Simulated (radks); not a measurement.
The numbers below are computed, except where a source is named.
Ionisation of Ba, [Xe] 6s2, to Ba+, [Xe] 6s1, under several functionals. Scalar-relativistic Kohn-Sham, spin-polarised, spherical densities, finite nucleus; open shells are filled with parallel spins first (spin-orbit coupling, left out, can overturn this in heavy ions); a radial shooting solver on a logarithmic mesh with Libxc functionals.

functional                                      E(Ba) (hartree)  Exc (hartree)  IE (eV)  -e(HOMO) (eV)  <r> HOMO (bohr)  IE error (eV)
PBEsol                                               -8132.0286      -194.2332    5.185          3.247            4.765         -0.027
Wu-Cohen GGA                                         -8134.3921      -196.6146    5.119          3.248            4.756         -0.092
AM05                                                 -8129.2314      -191.4259    5.113          3.184            4.781         -0.099
TASK exchange with Perdew-Wang LDA correlation       -8134.7234      -196.2638    4.511          3.345            5.145         -0.701
BP86                                                 -8136.5537      -198.7887    5.336          3.353            4.750         +0.124
LDA (Slater exchange, Perdew-Wang correlation)       -8128.9787      -191.1700    5.384          3.347            4.721         +0.172
MS2 meta-GGA                                         -8135.0764      -197.0999    5.037          3.302            4.923         -0.175

NIST Atomic Spectra Database: 5.212 eV (measured). Closest: PBEsol. The Delta-SCF values span 0.87 eV, the total energies 7.58 hartree. The highest occupied level is 6s.
